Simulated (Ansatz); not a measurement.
Reaction (hydrogen abstraction from the Si–H bond): `F[SiH2]C[SiH3]` + `[CH3]`• → `F[SiH2]C[SiH2]`• + CH₄

Isolated molecules relaxed with PBE0-D4/def2-TZVP in Ansatz; ΔE leaves out vibrations. CCSD(T)/CBS is the MP2 limit (def2-TZVPP, def2-QZVPP) plus CCSD(T) − MP2 in def2-TZVPP, frozen cores. This one scheme is used for every species. Open shells (•) are unrestricted, without spin–orbit coupling. Each species was taken in one conformer, which may not be the lowest.

| level | ΔE (kJ/mol) |
| --- | --- |
| CCSD(T)/def2-TZVPP | -61.6 |
| MP2/CBS(def2) | -68.5 |

Problem. What does CCSD(T)/CBS give? (Best estimate.)

Solution. Ansatz gave: -61.3 kJ/mol. The listed levels differ from it by -0.3, -7.2 kJ/mol.

Largest T1 diagnostic among the species: 0.012.

From PBE to PBE0 (25 % exact exchange), in def2-TZVPP and without D4, ΔE moves by +7.3 kJ/mol. In def2-TZVPP, CCSD(T) changes the Hartree–Fock value by −27.5 kJ/mol (the triples alone add −3.4 kJ/mol) and MP2 by −34.8 kJ/mol.
